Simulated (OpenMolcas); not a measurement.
V3+ (d2) in a complex was computed by CASSCF with the d shell active (OpenMolcas, ANO-RCC-VTZP on the metal). Its lowest spin-free states, and all those of the highest spin:

```tsv
2S+1	Degeneracy	E (cm-1)
3	1	0.0
3	3	4881
3	3	8440
1	2	13679
1	3	17706
3	3	19717
1	1	21177
1	3	22279
1	2	24658
1	3	25783
1	1	48943
```

Problem. Is the site octahedral, tetrahedral or cube-like, axial, or of lower symmetry?

Solution. The states with 2S+1 = 3 have orbital degeneracies 1, 3, 3, 3. Threefold states need a cubic site. For d2 at this spin an octahedron puts the threefold T1 below the threefold T2 and a tetrahedron or cube puts the single A2 below the threefold T2, so the site is a tetrahedron or a cube, which this pattern cannot tell apart. The first gap at this spin, 4880 cm-1, is |10Dq| in ligand-field theory. The run had V3+ with 4 ligands (bromide) in tetrahedral coordination (Td) at 2.42 Å. A charge of +0.25 e stands 2.8 Å behind each ligand. Ligand basis ANO-RCC-VDZP.

Without dynamic correlation the repulsion within the d shell is too large (B by tens of per cent), so at a given field states of lower spin stand too high. Ligand-to-metal charge-transfer states are missing. With no ligand orbital active B as a rule stays too high, so bands that hang on it stand too high and its fall with covalency is understated. With metal d orbitals alone and no dynamic correlation the field as a rule comes out too small, by tens of per cent, by up to half for chloride and softer ligands. No measured value stands beside these numbers; the geometry was imposed, not optimised, and the real ion may take another.
